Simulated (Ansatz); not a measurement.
A run for Ansatz (a first-principles code): R-revPBE/def2-TZVPPD on H2O (SMILES O). The basis file is the Basis Set Exchange's JSON of that set.

Ansatz 0.2 input:
```yaml
crystal:
  periodic: [false, false, false]
  atoms:
    - {symbol: O, position_ang: [-0.00000000, 0.00000000, 0.38961139]}
    - {symbol: H, position_ang: [0.00000000, 0.76498632, -0.19485569]}
    - {symbol: H, position_ang: [0.00000000, -0.76498632, -0.19485569]}
basis:
  gaussian:
    orbitals: def2-TZVPPD.json
hamiltonian:
  xc: {name: revPBE}
scf: {lower_state_search: off}
```

Program output:

```
WARN ansatz: RAYON_NUM_THREADS=4 ignored (pool sized by the plan → 4); use --threads N
Functional definition: revPBE
these checks for a lower state are left out or cut short: stability, starts, cluster_reference, orbital_swaps, neighbouring_geometries, increment
integrals: 0.01 GiB planned
302 factors; their error is unknown
mean field: 0.13 GiB planned
mean field evaluation 1: about -2074.6716 eV, gradient 5.9e1 eV
mean field evaluation 2: about -2045.3287 eV, gradient 1.3e2 eV
mean field evaluation 4: about -2080.1420 eV, gradient 1.1e0 eV
mean field evaluation 8: about -2080.1412 eV, gradient 2.0e-2 eV
mean field -2080.14118183 eV, -76.4437784620 hartree, gradient 1.0e-6 eV, S^2 0.000000; 0 other end points of the search recorded, 0 dependent functions left out
reference -2080.14123116 eV, -76.4437802747 hartree; 5, 5 occupied and 69, 69 virtual orbitals, 302 factors
Total energy: -2080.14123116 eV, -76.4437802747 hartree
Checks for a lower state left out: stability, starts, cluster_reference, orbital_swaps, neighbouring_geometries, increment
```

The calculation finished and met its thresholds.

Cost: around 0.5 core-seconds (rough).
